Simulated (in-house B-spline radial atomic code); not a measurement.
Checks on a self-consistent run for neutral caesium, [Xe] 6s1. Computed with an all-electron radial atomic-structure program (B-spline basis): Dirac-Hartree-Fock, average of configuration, Fermi nucleus of rms radius 4.8041 fm.

| orbital | q | ε (Eh) | <1/r> | <r²> | small-component weight |
| --- | --- | --- | --- | --- | --- |
| 1s1/2 | 2 | -1329.93503 | 59.3973 | 0.00092477 | 0.041206 |
| 2s1/2 | 2 | -212.38099 | 13.9397 | 0.0147419 | 0.0088928 |
| 2p1/2 | 2 | -199.24583 | 13.8825 | 0.0109109 | 0.0088822 |
| 2p3/2 | 4 | -186.25293 | 12.7235 | 0.0121794 | 0.008404 |
| 3s1/2 | 2 | -45.78643 | 5.01413 | 0.101135 | 0.0026897 |
| 3p1/2 | 2 | -40.26476 | 4.91496 | 0.0962331 | 0.0026208 |
| 3p3/2 | 4 | -37.71075 | 4.63142 | 0.103856 | 0.0024941 |
| 3d3/2 | 4 | -28.12595 | 4.47689 | 0.0864324 | 0.0023592 |
| 3d5/2 | 6 | -27.59160 | 4.40395 | 0.0886289 | 0.0023212 |
| 4s1/2 | 2 | -9.32997 | 2.01862 | 0.544041 | 0.00077069 |
| 4p1/2 | 2 | -7.26304 | 1.91059 | 0.591644 | 0.00070784 |
| 4p3/2 | 4 | -6.73774 | 1.82437 | 0.634145 | 0.00067171 |
| 4d3/2 | 4 | -3.30252 | 1.58771 | 0.801495 | 0.00053003 |
| 4d5/2 | 6 | -3.21380 | 1.56456 | 0.821221 | 0.00051901 |
| 5s1/2 | 2 | -1.30906 | 0.73522 | 3.52965 | 0.00013932 |
| 5p1/2 | 2 | -0.72670 | 0.636985 | 4.6849 | 0.00010712 |
| 5p3/2 | 4 | -0.65937 | 0.606339 | 5.11546 | 9.8234e-05 |
| 6s1/2 | 1 | -0.12824 | 0.200579 | 41.9835 | 9.3453e-06 |

Electron-electron repulsion V_ee = 2858.1728 hartree.

What total energy follows from the eigenvalues?

The eigenvalues count the repulsion twice, so E = Σqε - V_ee = -4928.601 - 2858.173 = -7786.774 hartree; the run printed -7786.774.

Does the Dirac virial theorem hold?

For a point nucleus E = -2c²Σq·w, with w the small-component weight. Here Σq·w = 0.20731 and c = 137.0360, so the ratio E/(-2c²Σq·w) is 1.000069; the finite nucleus accounts for the departure from 1.

What diamagnetic shielding (Lamb formula) and susceptibility (Langevin formula) do the radii give?

σ = (α²/3)Σq<1/r> = 344.313/(3·137.036²) = 6111.7 ppm, and χ = -0.79199×10⁻⁶·Σq<r²> = -74.13×10⁻⁶ cm³/mol with Σq<r²> = 93.605 bohr². Both are non-relativistic formulas without the paramagnetism of open shells; for so heavy an element the full relativistic shielding is larger by tens of per cent.
